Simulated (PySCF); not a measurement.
## Field gradients at the hydrogen positions

Compound: C6H5F5.
Cartesian coordinates in Å at the GFN2-xTB level; atoms count from 1:
```xyz
16
C6H5F5 angstrom
C     -0.1784    1.6131   -0.3754
C      0.0101    0.1606   -0.8192
C      1.4127   -0.3030   -0.5121
F      2.3005   -0.1159   -1.5057
C      1.8417   -0.8260    0.6298
F      1.0576   -1.0334    1.6803
F      3.0825   -1.2038    0.8881
C     -0.9939   -0.7918   -0.2328
F     -0.8248   -2.0564   -0.6834
C     -1.9991   -0.6098    0.6101
F     -2.3107    0.5706    1.1466
H     -1.1619    1.9712   -0.6646
H      0.5733    2.2380   -0.8512
H     -0.0778    1.7019    0.7026
H     -0.0887    0.1035   -1.9121
H     -2.6508   -1.4096    0.9290
```

Level: PBE0/pcSseg-1 (PySCF, non-relativistic); Q(2H) = 0.00286 b; rigid geometry, the same for H and D, with no vibrational averaging.

Q: Give the electric field gradient Vzz (the principal value of largest size), its asymmetry and the 2H coupling at each hydrogen.

A: 
```csv
atom,bonded to,bond length (Å),Vzz (au),η,χzz (kHz)
H12,C1,1.086,0.3144,0.04,211
H13,C1,1.087,0.3120,0.03,210
H14,C1,1.086,0.3115,0.04,209
H15,C2,1.099,0.2827,0.02,190
H16,C10,1.080,0.3199,0.13,215
```

Q: A static deuteron (I = 1) shows a doublet split by (3/2)χ, (3/4)χ(1 + η) and (3/4)χ(1 − η) with the field along z, y and x of the gradient. What are these for H16?

A: With |χ| = 214.9 kHz and η = 0.125: 322, 181 and 141 kHz, to first order and without motion.

One conformer (not necessarily the lowest) at the GFN2-xTB geometry, without solvent, vibrations or thermal averaging. GFN2-xTB bond lengths can be off by several hundredths of an ångström, more for odd bonds, and the gradients follow them. The basis is small and wasn't made for field gradients, so the couplings can be 20 % off.
